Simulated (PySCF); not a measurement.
Species: C2H6BP.
Numbering: `[CH2:1]=[CH:2][BH:3][PH2:4]` (hydrogens: H5, H6 on C1; H7 on C2; H8 on B3; H9, H10 on P4)

Geometry (PBE0-D3(BJ)/def2-SVP, Å), atoms numbered from 1 in this order:
```
atom  x, y, z in Å
C1    -1.202   -0.913   -0.014
C2    -0.897    0.383   -0.204
B3     0.489    1.002    0.096
P4     2.060   -0.018    0.349
H5    -0.454   -1.637    0.331
H6    -2.213   -1.307   -0.167
H7    -1.712    1.046   -0.523
H8     0.586    2.187    0.328
H9     2.010   -0.960   -0.714
H10    3.042    0.855   -0.189
```

Computed at PBE0/pcSseg-1 (PySCF, non-relativistic), with Q(11B) = 0.04059 b: B3, 11B (I = 3/2): χzz = 4.905 MHz, η = 0.198.

(1) Where would the pure quadrupole (NQR) lines of 11B at B3 fall for the rigid, isolated species?

Answers

(1) From ν = (|χ|/2)√(1 + η²/3): ν = 2.468 MHz (three-coordinate boron).

In a crystal, neighbours and librations shift these lines. The basis is small and wasn't made for field gradients, so the couplings can be 20 % off.

One conformer stands for the species.
